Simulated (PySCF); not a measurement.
# Diatomics of Y with the halogens

r²SCAN with triple-zeta basis sets in PySCF, for the lowest determinant that a PBE0 search found; no spin–orbit coupling. De refers to high-spin ground-configuration atoms. A positive dipole means M(−)Y(+).

```tsv
M	basis	state (unpaired electrons)	Re (Å)	ωe (cm⁻¹)	De (eV)	μ (D)
F	def2-TZVPP	singlet (closed shell)	1.926	642	6.77	1.77
Cl	def2-TZVPP	singlet (closed shell)	2.382	382	5.15	2.41
Br	def2-TZVPP	singlet (closed shell)	2.542	271	4.58	2.51
I	def2-TZVPP	singlet (closed shell)	2.767	214	3.78	2.51
```

(1) By what factor does the well depth vary along the series?

Down a group the atoms grow and get heavier, so bonds lengthen and wavenumbers fall; this series shows no clear exception.

The metal atom is held in its measured ground configuration; semilocal functionals can put another filling of s and d lower by some tenths of an eV, and De to that atom would be smaller. These are scalar-relativistic numbers at best; spin–orbit coupling would shift them, the dissociation energy most.

Results:

(1) At r²SCAN it runs from 3.78 eV (YI) to 6.77 eV (YF), a factor of 1.79.
